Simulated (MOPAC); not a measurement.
MOPAC input (PM6):

```
PM6 1SCF CHARGE=1 GEO-OK AUX(PRECISION=9) THREADS=1
CF

C    -0.00000000 1   -0.00000000 1   -0.69355328 1
F     0.00000000 1    0.00000000 1    0.46236885 1
```

Output:

```
 *******************************************************************************
 **                                                                           **
 **                              MOPAC v23.2.5                                **
 **                                                                           **
 *******************************************************************************
 ** MOPAC's Digital Object Identifier: https://doi.org/10.5281/zenodo.6511958 **
 **                                                                           **
 ** Please cite the open-source release paper for use of this MOPAC version:  **
 ** J. E. Moussa and J. J. P. Stewart (2026)                                  **
 ** MOPAC: An open-source semiempirical molecular orbital program             **
 ** J. Open Source Softw., 11(119), 8025, https://doi.org/10.21105/joss.08025 **
 *******************************************************************************

                              PM6 CALCULATION RESULTS

 *******************************************************************************
 *  PM6        - The PM6 Hamiltonian to be used
 *  GEO-OK     - OVERRIDE INTERATOMIC DISTANCE AND OTHER SAFETY CHECKS
 *
 *
 *
 *                 CHARGE ON SYSTEM = +1
 *
 *
 *
 *  1SCF       - DO 1 SCF AND THEN STOP
 *  AUX        - OUTPUT AUXILIARY INFORMATION
 *******************************************************************************
PM6 1SCF CHARGE=1 GEO-OK AUX(PRECISION=9) THREADS=1
 CF

   ATOM   CHEMICAL          X               Y               Z
  NUMBER   SYMBOL      (ANGSTROMS)     (ANGSTROMS)     (ANGSTROMS)

     1       C         -0.00000000  *  -0.00000000  *  -0.69355328  *
     2       F          0.00000000  *   0.00000000  *   0.46236885  *

          CARTESIAN COORDINATES

    NO.       ATOM           X           Y           Z

     1         C         -0.0000     -0.0000     -0.6936
     2         F          0.0000      0.0000      0.4624

 General Reference for PM6:
 "Optimization of Parameters for Semiempirical Methods V: Modification of NDDO Approximations
 and Application to 70 Elements", J. J. P. Stewart, J. Mol. Mod., 13, 1173-1213 (2007)
 URL: https://link.springer.com/article/10.1007/s00894-007-0233-4

           Empirical Formula: C F  =     2 atoms

      MOLECULAR POINT GROUP   :   C*v

      RHF CALCULATION, NO. OF DOUBLY OCCUPIED LEVELS = 5

 -------------------------------------------------------------------------------
 PM6 1SCF CHARGE=1 GEO-OK AUX(PRECISION=9) THREADS=1
 CF

     1SCF WAS SPECIFIED, SO BFGS WAS NOT USED
     SCF FIELD WAS ACHIEVED

                              PM6 CALCULATION
                                                       MOPAC v23.2.5 Linux

          FINAL HEAT OF FORMATION =        246.27541 KCAL/MOL =    1030.41633 KJ/MOL

          COSMO AREA              =         57.82 SQUARE ANGSTROMS
          COSMO VOLUME            =         40.33 CUBIC ANGSTROMS

          IONIZATION POTENTIAL    =         22.701189 EV
          HOMO LUMO ENERGIES (EV) =        -22.701 -8.196
          NO. OF FILLED LEVELS    =          5
          MOLECULAR WEIGHT        =         31.0094         POINT GROUP:  C*v

          MOLECULAR DIMENSIONS (Angstroms)

            Atom       Atom       Distance
            F     2    C     1     1.15592
            F     2    C     1     0.00000
            C     1    F     2     0.00000

          SCF CALCULATIONS        =          1

   ATOM   CHEMICAL          X               Y               Z
  NUMBER   SYMBOL      (ANGSTROMS)     (ANGSTROMS)     (ANGSTROMS)

     1       C         -0.00000000  *  -0.00000000  *  -0.69355328  *
     2       F          0.00000000  *   0.00000000  *   0.46236885  *

                             CARTESIAN COORDINATES

   1    C       -0.000000000    -0.000000000    -0.693553280
   2    F        0.000000000     0.000000000     0.462368850

           Empirical Formula: C F  =     2 atoms

      MOLECULAR POINT GROUP   :   C*v

                  EIGENVALUES
 -53.89998 -31.84064 -26.64774 -26.64774 -22.70119  -8.19579  -8.19579  -4.52886

              NET ATOMIC CHARGES AND DIPOLE CONTRIBUTIONS

  ATOM NO.   TYPE          CHARGE      No. of ELECS.   s-Pop       p-Pop
    1          C           1.008730        2.9913     1.87462     1.11665
    2          F          -0.008730        7.0087     1.93692     5.07181
 DIPOLE           X         Y         Z       TOTAL
 POINT-CHG.     0.000     0.000    -3.450     3.450
 HYBRID        -0.000    -0.000     1.325     1.325
 SUM           -0.000    -0.000    -2.125     2.125

          ATOMIC ORBITAL ELECTRON POPULATIONS

     Atom    s        px        py        pz
    1  C   1.87462   0.20280   0.20280   0.71104
    2  F   1.93692   1.79720   1.79720   1.47741

 **********************
 *                    *
 * JOB ENDED NORMALLY *
 *                    *
 **********************

 == MOPAC DONE ==
```

The dipole moment of an ion depends on the origin.
